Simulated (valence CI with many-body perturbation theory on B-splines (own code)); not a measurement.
Values are calculated unless marked as measured or tabulated.
Hyperfine factors and g values of La⁴¹⁺

Method: valence CI with perturbative core correlation (CI+MBPT): six valence electrons over a frozen Dirac-Fock core [Ne], a basis of 9 s, 9 p, 8 d, 6 f, 3 g, 1 h functions for each j, with the one-electron correlation potential Σ1 (screened to all orders), the two-electron term Σ2, the three-electron term Σ3, Breit, model QED; selected single and double excitations, second order for the rest, scaled by the run's own slope (own B-spline code, finite nucleus).

No measured spectrum was set against this ion. As an estimate, large intervals hold to a few tenths of a per cent, small ones and those within an open d or f shell to about a per cent. Among the levels kept, up to 1100 cm⁻¹ of a level comes from second order outside the variational space, and about a tenth of that is noise between levels of different J, which matters for small intervals.

A/g_I is the dipole constant over the nuclear g factor μ/I (μ in nuclear magnetons, uniformly magnetised nucleus), B/Q the quadrupole constant per barn. Both hold the static response of the core; the bare values leave it out. Large factors of s and p1/2 electrons are usually good to 5 to 10 %; those of open d and f shells near neutrality can be off by tens of per cent, and small factors of p3/2, d and f electrons come from cancelling terms and can be off by a factor of two or in sign, in half-filled shells by more. B is blank for J = 1/2, where it vanishes, and for nearly pure S terms. Energies count from the lowest level. Levels with J = 0 are left out.

Levels are named by their leading jj configuration (3d3/2^4 stands for four electrons in 3d with j = 3/2), which in mixed levels can hold well under half, so a name can repeat and another be missing. Letters in brackets count levels of one name in rising energy.

```csv
Level,E (cm⁻¹),g,A/g_I (MHz),A/g_I bare,B/Q (MHz/b),B/Q bare
(3s^2 3p1/2^2 3p3/2^2) J=2,0,1.350,81600,81400,23800,23400
(3s^2 3p1/2 3p3/2^3) J=1,793820,1.495,-34700,-31900,-78500,-77200
(3s^2 3p1/2 3p3/2^3) J=2,852880,1.137,202000,199000,-181000,-178000
(3s^2 3p1/2^2 3p3/2 3d3/2) J=2,1344200,1.057,64500,64900,-620,-484
(3s^2 3p1/2^2 3p3/2 3d3/2) J=1,1379300,1.171,45400,46700,-58900,-58500
(3s^2 3p1/2^2 3p3/2 3d3/2) J=3,1390600,1.146,57800,58600,134000,133000
(3s^2 3p1/2^2 3p3/2 3d5/2) J=2,1545900,1.304,98300,97900,-107000,-105000
(3s^2 3p1/2^2 3p3/2 3d5/2) J=4,1556600,1.278,38700,39700,148000,147000
(3s^2 3p1/2^2 3p3/2 3d5/2) J=3,1697800,1.155,38700,39400,31800,32600
(3s^2 3p1/2^2 3p3/2 3d5/2) J=1,1744200,1.079,-46400,-43400,10700,11000
(3s 3p1/2^2 3p3/2^3) J=2,1822100,1.435,350000,343000,-134000,-132000
(3s 3p1/2^2 3p3/2^3) J=1,1933000,1.133,-192000,-185000,-33900,-33200
(3s^2 3p1/2 3p3/2^2 3d3/2) J=2 [a],2090500,1.020,120000,119000,-99500,-98000
(3s^2 3p1/2 3p3/2^2 3d3/2) J=1 [a],2098500,0.941,146000,144000,-30400,-30300
(3s^2 3p1/2 3p3/2^2 3d3/2) J=3 [a],2133900,1.101,117000,116000,-23200,-22600
(3s^2 3p1/2 3p3/2^2 3d3/2) J=4,2191700,1.063,126000,125000,23400,24200
(3s^2 3p1/2 3p3/2^2 3d3/2) J=2 [b],2259000,0.860,155000,153000,86600,86300
(3s^2 3p1/2 3p3/2^2 3d5/2) J=3 [a],2272000,1.339,-15400,-13000,35700,35700
(3s^2 3p1/2 3p3/2^2 3d5/2) J=4 [a],2286000,1.280,3430,5200,82400,82700
(3s^2 3p1/2 3p3/2^2 3d5/2) J=1 [a],2332500,0.950,295000,290000,11000,10800
(3s^2 3p1/2 3p3/2^2 3d5/2) J=4 [b],2354400,1.176,102000,102000,-4270,-3230
(3s^2 3p1/2 3p3/2^2 3d3/2) J=3 [b],2363100,1.167,31100,32300,14700,15400
(3s^2 3p1/2 3p3/2^2 3d5/2) J=5,2376100,1.193,97300,96600,35200,36400
(3s^2 3p1/2 3p3/2^2 3d3/2) J=2 [c],2379700,1.276,124000,123000,8370,7540
(3s^2 3p1/2 3p3/2^2 3d3/2) J=1 [b],2396200,1.625,130000,129000,32700,32300
(3s^2 3p1/2 3p3/2^2 3d5/2) J=2 [a],2477500,1.256,-55500,-52200,131000,130000
(3s^2 3p1/2 3p3/2^2 3d3/2) J=1 [c],2479400,0.994,-95600,-90800,-30500,-29500
(3s^2 3p1/2 3p3/2^2 3d5/2) J=3 [b],2519800,1.127,109000,108000,146000,145000
(3s^2 3p1/2 3p3/2^2 3d5/2) J=2 [b],2538400,1.069,91400,90700,28300,28400
(3s^2 3p1/2 3p3/2^2 3d5/2) J=1 [b],2572600,1.082,-50900,-48100,16000,15800
(3s^2 3p1/2 3p3/2^2 3d5/2) J=3 [c],2582700,1.055,121000,119000,-95300,-93000
(3s^2 3p1/2 3p3/2^2 3d5/2) J=2 [c],2633200,1.208,32300,33100,-120000,-118000
```

Task: Take the isotope of mass number 139, with I = 7/2, μ = 2.7791 μN and Q = 0.206 b. What is the hyperfine structure of (3s^2 3p1/2^2 3p3/2 3d3/2) J=3?

Result: From the table A = 45900 MHz, B = 27700 MHz. Shifts from the centre of gravity in MHz: F = 1/2: -605000, F = 3/2: -541000, F = 5/2: -433000, F = 7/2: -279000, F = 9/2: -77000, F = 11/2: 178000, F = 13/2: 489000.
